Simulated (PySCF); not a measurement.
# `CC#C[B@@H-]([PH3+])C#N`, C4H7BNP

Molfile (atoms numbered from 1):
```
C4H7BNP
     RDKit          3D

 14 13  0  0  0  0  0  0  0  0999 V2000
    2.7621   -0.5722    0.7951 C   0  0  0  0  0  0  0  0  0  0  0  0
    1.5373   -0.1767    0.1298 C   0  0  0  0  0  0  0  0  0  0  0  0
    0.5237    0.1501   -0.4318 C   0  0  0  0  0  0  0  0  0  0  0  0
   -0.7590    0.6350   -1.1625 B   0  0  1  0  0  0  0  0  0  0  0  0
   -2.0967   -0.5828   -0.4668 P   0  0  0  0  0  0  0  0  0  0  0  0
   -1.2569    2.0178   -0.6478 C   0  0  0  0  0  0  0  0  0  0  0  0
   -1.6320    3.0342   -0.2688 N   0  0  0  0  0  0  0  0  0  0  0  0
    2.5815   -1.4395    1.4317 H   0  0  0  0  0  0  0  0  0  0  0  0
    3.1321    0.2470    1.4121 H   0  0  0  0  0  0  0  0  0  0  0  0
    3.5240   -0.8283    0.0584 H   0  0  0  0  0  0  0  0  0  0  0  0
   -0.7396    0.5592   -2.3510 H   0  0  0  0  0  0  0  0  0  0  0  0
   -2.2115   -0.6000    0.9083 H   0  0  0  0  0  0  0  0  0  0  0  0
   -3.4465   -0.5043   -0.7736 H   0  0  0  0  0  0  0  0  0  0  0  0
   -1.9191   -1.9402   -0.6603 H   0  0  0  0  0  0  0  0  0  0  0  0
  1  2  1  0
  2  3  3  0
  3  4  1  0
  4  5  1  0
  4  6  1  0
  6  7  3  0
  1  8  1  0
  1  9  1  0
  1 10  1  0
  4 11  1  6
  5 12  1  0
  5 13  1  0
  5 14  1  0
M  CHG  2   4  -1   5   1
M  END
```

Theory: GIAO HF/pcSseg-1 magnetisability, rotational g tensor and spin-rotation constants, non-relativistic, gas phase in PySCF. Geometry: GFN2-xTB.

(1) Give the nuclear spin-rotation constants along the inertial axes (H = +C I·J) beside the isotropic shieldings.

(2) How do the rotational constants and the g tensor change when H8, H9, H10, H11, H12, H13, H14 are replaced by deuterium?

## Answers

(1) Rotational constants 2.7524, 1.2288, 0.9121 GHz. A star marks the isotopologue with that one atom substituted, in its own axes.
| atom | isotope | Caa (kHz) | Cbb (kHz) | Ccc (kHz) | mean (kHz) | σ (ppm) |
| --- | --- | --- | --- | --- | --- | --- |
| B4 | 11B | 0.250 | 0.127 | 0.084 | 0.154 | 153.8 |
| P5 | 31P | 3.273 | 1.312 | 1.051 | 1.879 | 498.5 |
| N7 | 14N | 0.539 | 0.152 | 0.194 | 0.295 | -76.3 |
| H8 | 1H | -0.285 | -0.036 | -0.060 | -0.127 | 30.3 |
| H9 | 1H | -0.293 | -0.017 | -0.067 | -0.126 | 30.0 |
| H10 | 1H | -0.186 | -0.130 | -0.020 | -0.112 | 30.1 |
| H11 | 1H | -0.288 | -0.117 | 0.022 | -0.128 | 29.9 |
| H12 | 1H | -0.316 | -0.142 | 0.037 | -0.141 | 28.4 |
| H13 | 1H | 0.078 | -0.126 | -0.104 | -0.051 | 28.2 |
| H14 | 1H | -0.241 | 0.007 | -0.101 | -0.112 | 28.4 |
| C1 | 13C* | 0.299 | 0.134 | 0.100 | 0.177 | 188.7 |
| C2 | 13C* | 0.175 | 0.463 | 0.332 | 0.323 | 85.2 |
| C3 | 13C* | 0.080 | 0.436 | 0.295 | 0.270 | 108.1 |
| C6 | 13C* | 0.932 | 0.262 | 0.348 | 0.514 | 57.2 |

For the geometry as given, no vibrational averaging.

(2) Constants 2.4583, 1.0668, 0.8119 GHz; g -0.0134, -0.0052, -0.0067, against -0.0129, -0.0064, -0.0073 before.
